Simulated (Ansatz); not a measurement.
One change: `OC[SiH]1BO1` becomes `[SiH3][SiH]1BO1`.

Ansatz, PBE0-D4/def2-TZVP geometries, multiplicity 1. Each molecule was computed in one conformer, which needn't be the lowest.

```
                                        property  `OC[SiH]1BO1`
             HOMO–LUMO gap (PBE/def2-TZVPP) / eV           3.68
  size of the dipole moment (PBE/def2-TZVPP) / D           0.93
            HOMO–LUMO gap (PBE0/def2-TZVPP) / eV           5.87
               LUMO energy (PBE/def2-TZVPP) / eV          -2.05
size of the dipole moment (B3LYP/def2-TZVPP) / D           1.18
             LUMO energy (B3LYP/def2-TZVPP) / eV          -1.28
```

(1) Give the same properties after the change, and the shifts. (Estimate.)

Answers

(1) Ansatz gave: 
```tsv
property	`[SiH3][SiH]1BO1`	shift
HOMO–LUMO gap (PBE/def2-TZVPP) / eV	3.80	0.12
size of the dipole moment (PBE/def2-TZVPP) / D	0.90	-0.03
HOMO–LUMO gap (PBE0/def2-TZVPP) / eV	5.79	-0.08
LUMO energy (PBE/def2-TZVPP) / eV	-2.08	-0.03
size of the dipole moment (B3LYP/def2-TZVPP) / D	1.14	-0.04
LUMO energy (B3LYP/def2-TZVPP) / eV	-1.35	-0.07
```

Dipoles are sizes alone; their direction can turn.

B3LYP here is the variant with VWN-RPA as its local correlation; programs differ in this.
